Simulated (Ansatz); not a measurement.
Wavefunction ladder for `[CH3][AlH-]([CH3])[NH3+]`

Z-matrix (Å, degrees):
```
C
Al 1 1.977
H 1 1.096 2 113.1
H 1 1.096 2 110.7 3 119.0
H 1 1.096 2 112.7 3 -122.1
C 2 1.977 1 117.8 3 168.1
N 2 2.071 1 100.7 3 59.9
H 2 1.612 1 117.0 3 -44.3
H 6 1.096 2 113.1 1 -168.1
H 6 1.096 2 110.7 1 72.8
H 6 1.096 2 112.7 1 -46.0
H 7 1.015 2 110.6 1 -179.2
H 7 1.015 2 110.6 1 -59.9
H 7 1.015 2 111.9 1 60.4
```

Charge 0, multiplicity 1. The structure was optimised at the PBE0-D4/def2-TZVP level. It is one conformer, not always the lowest. Frozen core, restricted reference, the Gaussian-basis code of Ansatz. CBS rows extrapolate triple and quadruple zeta; past MP2 they add the triple-zeta difference.

```
     basis     HF (Eh)  MP2 corr.  CCSD corr.       (T)  CCSD(T) total
  def2-SVP  -377.78619   -0.55642    -0.61728  -0.01514     -378.41861
def2-TZVPP  -378.02551   -0.68834    -0.74178  -0.02560     -378.79289
def2-QZVPP  -378.03958   -0.73345           –         –              –
 CBS(def2)  -378.04152   -0.76686    -0.82030     as TZ     -378.88742
```
